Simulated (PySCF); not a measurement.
Compound: C6H9OSi (doublet state).
Cartesian coordinates in Å at the GFN2-xTB level; atoms count from 1:
```
atom  x, y, z in Å
C1     2.750    1.481    0.225
C2     1.841    0.796   -0.146
C3     0.716   -0.006   -0.560
Si4    0.640   -1.688    0.358
C5    -0.628    0.556   -0.030
C6    -1.767    0.321   -1.006
C7    -0.816   -0.264    1.257
O8    -1.882   -0.814    1.589
H9     3.552    2.086    0.528
H10    0.719   -0.073   -1.652
H11   -0.042   -2.771   -0.334
H12    1.743   -2.075    1.224
H13   -0.556    1.622    0.210
H14   -2.711    0.580   -0.533
H15   -1.812   -0.730   -1.288
H16   -1.643    0.926   -1.903
H17   -0.110    0.066    2.051
```

The hyperfine couplings belong to this conformer and change with its torsions.

Identity: `C#C[C@@H]([SiH2])[C@@H](C)C=O` [radical].

Theory: UKS B3LYP, pcH-1 on C H O Si, non-relativistic, mean-field spin-orbit, GIAO (PySCF). One conformer (not necessarily the lowest) at the GFN2-xTB geometry, without solvent, vibrations or thermal averaging. Couplings are sensitive to structure, and on GFN2-xTB geometries they can be far from those on DFT ones, by a factor of two or more for some ions and for spin on atoms past the first row. No stability test was run, so a lower SCF solution isn't excluded.

(1) Break the g tensor into its mass correction, gauge correction and orbital-Zeeman/spin–orbit terms.

(2) At 9.709 GHz, how far is the centre of the isotropic spectrum from where a free electron (g = 2.002319) resonates?

(3) What are the electron Larmor frequencies g μB B/h along the three axes at 340 mT?

(4) In a frozen sample, at which fields do the three g values resonate at 9.5, 34, 94 and 263 GHz (hyperfine left aside), and which band first spreads them over more than twice a line width of 1.0 mT?

Answers

(1) 
| Δg (ppt) | 1 | 2 | 3 |
| --- | --- | --- | --- |
| relativistic mass correction | -0.24 | -0.24 | -0.24 |
| gauge correction | 0.01 | 0.02 | 0.03 |
| orbital Zeeman/spin–orbit | 0.16 | 3.51 | 10.00 |
| total | -0.07 | 3.28 | 9.80 |

So g = 2.00225, 2.00560, 2.01212 and g_iso = 2.00666; the tensor is rhombic: the two nearest values differ by 34 % of g3 − g1. Axes: g3 points within 5° of the C7–O8 bond.

(2) B = hν/(g μB) with μB/h = 13.99624 MHz/mT gives 346.44 mT for the free electron and 345.69 mT at g_iso, 0.75 mT lower.

(3) 9.5282, 9.5441, 9.5751 GHz for g1, g2 and g3, a range of 47.0 MHz.

(4) 
```tsv
band	GHz	B(g3) mT	B(g2) mT	B(g1) mT	spread mT
X	9.5	337.33	338.43	338.99	1.66
Q	34.0	1207.29	1211.22	1213.25	5.95
W	94.0	3337.81	3348.66	3354.27	16.45
J	263.0	9338.77	9369.13	9384.81	46.04
```

The spread grows in proportion to the frequency. Q band is the first where it exceeds 2.0 mT.

The largest Mulliken spin populations are on Si4 (+0.49) and O8 (+0.47).

The HOMO–LUMO gaps are 4.71 eV among the α and 3.61 eV among the β orbitals.
